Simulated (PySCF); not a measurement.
A species of formula C3H10AsB has this rotational fingerprint, computed with PBE0-D3(BJ)/def2-SVP geometry optimisation, gas phase (PySCF):

```
Rotational constants : A = 5243, B = 2171, C = 1711 MHz
Dipole components    : |μa| = 1.36 D, |μb| = 0.01 D, |μc| = 0.63 D
Inertial defect      : -33.83 u·Å²
κ                    : -0.74
```

**Question.** Which candidate fits, each taken in the one conformer that was computed?
A. `[BH2:1][AsH:2][CH:3]([CH3:4])[CH3:5]` with H–B1–As2–C3 -149° and 41°, B1–As2–C3–C4 166°
B. `[AsH3+:1][BH2-:2][CH:3]1[CH2:4][CH2:5]1` with As1–B2–C3–C4 76°
C. `[BH2:1][AsH:2][CH2:3][CH2:4][CH3:5]` with H–B1–As2–C3 -150° and 40°, B1–As2–C3–C4 59°, As2–C3–C4–C5 178°

**Answer.** A. It is B[AsH]C(C)C, an asymmetric top, point group C1. The candidates at the same level (rigid rotor, commonest isotopes):

| SMILES | A (MHz) | B (MHz) | C (MHz) | μa (D) | μb (D) | μc (D) | Δ (u·Å²) | point group | rotor |
| --- | --- | --- | --- | --- | --- | --- | --- | --- | --- |
| [AsH3+][BH2-]C1CC1 | 9246 | 1300 | 1217 | 3.02 | 1.98 | 0.55 | -28.34 | C1 | near-prolate asymmetric top |
| B[AsH]C(C)C | 5243 | 2171 | 1711 | 1.36 | 0.01 | 0.63 | -33.83 | C1 | asymmetric top |
| B[AsH]CCC | 7231 | 1429 | 1282 | 1.45 | 0.23 | 0.19 | -29.20 | C1 | near-prolate asymmetric top |

`[AsH3+][BH2-]C1CC1` has A 76 % too high; `B[AsH]CCC` has A 38 % too high. No structure here is proved a minimum.
